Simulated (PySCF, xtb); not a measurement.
BrF2HOSi, SMILES O[Si](F)(F)Br. Atoms are numbered in the order given.

```xyz
6

O      1.5381    -1.3390     0.0000
Si    -0.0009    -0.8007     0.0000
F     -0.8081    -1.3461     1.2796
F     -0.8081    -1.3461    -1.2796
Br     0.0159     1.3841     0.0000
H      1.6954    -2.2919     0.0000
```

Coordinates come from a B3LYP-D3(BJ)/def2-SVP optimisation. This is a generated structure with no PubChem entry under its InChIKey; it may be hypothetical. Other conformers were not sampled.

Calculation: C-PCM-ωB97X/def2-SVP run with PySCF.

The values are the electrostatic part of the solvation free energy, E(continuum) − E(gas) at the gas-phase geometry, in a cavity of scaled van der Waals radii (PySCF's table); cavitation and dispersion terms are not included. In vacuum the orbital gap is 13.93 eV. The dipole moment in vacuum is 1.72 D.

```
solvent             ε  ΔG(elec) (kcal/mol)  dipole (D)  gap (eV)
--------------  -----  -------------------  ----------  --------
water           78.36                 -5.4        2.04     14.17
toluene          2.37                 -3.1        1.89     14.08
ethylethanoate   5.99                 -4.5        1.98     14.13
```

For comparison, GFN2-xTB/ALPB(water) (xtb, at the GFN2-xTB geometry, all terms of that model) gives -4.4 kcal/mol.
